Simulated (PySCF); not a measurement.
PySCF 2.14 output of an unrestricted PBE calculation on a single atom or ion in x2c-QZVPPall with one added diffuse shell each of s, p, d, f type (14s10p8d5f1g, 128 functions), with scalar relativity by spin-free X2C-1e:

```
SCF conv_tol = 1e-09
number electrons alpha = 27  beta = 23
    J. P. Perdew, K. Burke, and M. Ernzerhof.,  Phys. Rev. Lett. 77, 3865 (1996)
    J. P. Perdew, K. Burke, and M. Ernzerhof.,  Phys. Rev. Lett. 78, 1396 (1997)
    J. P. Perdew, K. Burke, and M. Ernzerhof.,  Phys. Rev. Lett. 77, 3865 (1996)
    J. P. Perdew, K. Burke, and M. Ernzerhof.,  Phys. Rev. Lett. 78, 1396 (1997)
cycle= 1 E= -6175.76366200875  delta_E= -0.0314  |g|= 0.0335  |ddm|= 0.894
cycle= 2 E= -6175.76389201529  delta_E= -0.00023  |g|= 0.0211  |ddm|= 0.182
cycle= 3 E= -6175.76395350535  delta_E= -6.15e-05  |g|= 0.00537  |ddm|= 0.0526
cycle= 4 E= -6175.76397802605  delta_E= -2.45e-05  |g|= 0.00134  |ddm|= 0.0442
cycle= 5 E= -6175.76398689332  delta_E= -8.87e-06  |g|= 0.000458  |ddm|= 0.0252
cycle= 6 E= -6175.76398954397  delta_E= -2.65e-06  |g|= 4.41e-05  |ddm|= 0.0214
cycle= 7 E= -6175.76398954671  delta_E= -2.74e-09  |g|= 3.31e-06  |ddm|= 0.00169
cycle= 8 E= -6175.76398954674  delta_E= -3e-11  |g|= 7.46e-07  |ddm|= 0.000159
converged SCF energy = -6175.76398954674  <S^2> = 6.0014136  2S+1 = 5.0005654
```

The run itself started from symmetry-adapted Hartree-Fock orbitals and held the occupation by maximum overlap, on a logarithmic radial grid, so the iterations belong to that start.

Task: Which element, charge and spin multiplicity is this?

Result: Sn (tin, neutral), multiplicity 5; the state was [Kr] 4d10 5s1 5p2 6s1, high-spin 5P determinant (an excited configuration).

The outer electron is Rydberg-like, and this basis confines it to a smaller radius and binds it less than a complete one would.
